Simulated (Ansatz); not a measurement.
Reaction: NaF (SMILES [Na][F]) → NaF+ (parent SMILES [F][Na], doublet) + e-
Each species at its own B3LYP-D3(BJ)/def2-TZVP minimum (Ansatz, a first-principles code).

Wanted: adiabatic ionisation energy (electronic), in eV. UHF or UKS for unpaired electrons; spin-orbit terms are left out. Correlated methods leave the cores frozen. No relativity. CBS(X,Y): correlation extrapolated as X^-3, Hartree-Fock from the larger set. A bracket is a step between two methods taken in the basis named. Double hybrids freeze cores in their MP2 part. Full CI freezes restricted core orbitals, also for open shells; the composite that ends in it estimates full CI at the basis-set limit. The spin of FNa+ (parent SMILES [F][Na], doublet) was assumed, and the state is the lowest solution found for it.

CCSD(T)/CBS(def2-TZVPP,def2-QZVPP) + [CCSDT(Q) - CCSD(T)]/def2-QZVPP + [FCI - CCSDT(Q)]/def2-SVP (Ansatz) gives 9.83 eV.

Question: How far off this value is PBE/def2-TZVPD (Ansatz), in which direction, and how far these levels: PBE0/def2-TZVPD, wB97M-V/def2-TZVPD, B2PLYP/def2-TZVPD, CCSD(T)/CBS(def2-TZVPP,def2-QZVPP)?

Answer: PBE gives 10.13 eV, 0.30 eV above it. Differences of the others: PBE0/def2-TZVPD (Ansatz) -0.06; wB97M-V/def2-TZVPD (Ansatz) 0.03; B2PLYP/def2-TZVPD (Ansatz) 0.07; CCSD(T)/CBS(def2-TZVPP,def2-QZVPP) (Ansatz) 0.00 eV.
